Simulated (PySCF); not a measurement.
Gas-phase reaction: GaNH₂ + NH ⇌ GaH₃ + N₂

Energies from PySCF, thermal terms from the rigid-rotor harmonic-oscillator model, ideal gas at 1 bar. † marks an energy on the PBE0/def2-TZVP geometry and frequencies; other levels use their own. MP2 and CCSD(T) freeze the core. 6-31G* has spherical d functions here. Open shells (unrestricted): NH (multiplicity 3); the rest are closed-shell singlets. B3LYP is the form with VWN-RPA correlation. Ga: all electrons, no relativistic terms. GaNH₂, GaH₃: computed as isolated molecules; such fragments, hydroxides, amides, oligomers or adducts are transient or little studied in the gas. MP2 isn't extrapolated to the basis-set limit; its ΔH°(298 K) is -361.3 kJ in def2-SVP and -341.8 kJ in def2-TZVPP. CCSD(T) isn't extrapolated to the basis-set limit; its ΔH°(298 K) is -332.6 kJ in def2-SVP and -316.4 kJ in def2-TZVPP. The harmonic model lacks anharmonicity and excited electronic states, which grow with temperature; levels with a mode under 35 cm⁻¹ are left out.

```json
[
 {"level": "B3LYP/6-31G*", "ΔE electronic, kJ": "-277", "ΔH°(298 K), kJ": "-295", "ΔS°(298 K), J/K": "-23", "ΔG°(1600 K), kJ": "-256"},
 {"level": "CCSD(T)/def2-TZVPP†", "ΔE electronic, kJ": "-298", "ΔH°(298 K), kJ": "-316", "ΔS°(298 K), J/K": "-23", "ΔG°(1600 K), kJ": "-278"},
 {"level": "HF/6-31G*", "ΔE electronic, kJ": "-197", "ΔH°(298 K), kJ": "-218", "ΔS°(298 K), J/K": "-21", "ΔG°(1600 K), kJ": "-182"},
 {"level": "MP2/def2-SVP†", "ΔE electronic, kJ": "-343", "ΔH°(298 K), kJ": "-361", "ΔS°(298 K), J/K": "-23", "ΔG°(1600 K), kJ": "-323"},
 {"level": "PBE/def2-SVP", "ΔE electronic, kJ": "-296", "ΔH°(298 K), kJ": "-313", "ΔS°(298 K), J/K": "-23", "ΔG°(1600 K), kJ": "-275"},
 {"level": "PBE/def2-TZVP†", "ΔE electronic, kJ": "-285", "ΔH°(298 K), kJ": "-303", "ΔS°(298 K), J/K": "-23", "ΔG°(1600 K), kJ": "-265"},
 {"level": "PBE0/def2-QZVP†", "ΔE electronic, kJ": "-261", "ΔH°(298 K), kJ": "-279", "ΔS°(298 K), J/K": "-23", "ΔG°(1600 K), kJ": "-241"},
 {"level": "PBE0/def2-SVP†", "ΔE electronic, kJ": "-276", "ΔH°(298 K), kJ": "-294", "ΔS°(298 K), J/K": "-23", "ΔG°(1600 K), kJ": "-256"},
 {"level": "r2SCAN/def2-TZVP†", "ΔE electronic, kJ": "-273", "ΔH°(298 K), kJ": "-291", "ΔS°(298 K), J/K": "-23", "ΔG°(1600 K), kJ": "-253"},
 {"level": "LDA/def2-TZVP†", "ΔE electronic, kJ": "-308", "ΔH°(298 K), kJ": "-326", "ΔS°(298 K), J/K": "-23", "ΔG°(1600 K), kJ": "-288"}
]
```
ΔH° is lowest at MP2/def2-SVP† and highest at HF/6-31G*. No reference value is set beside these.
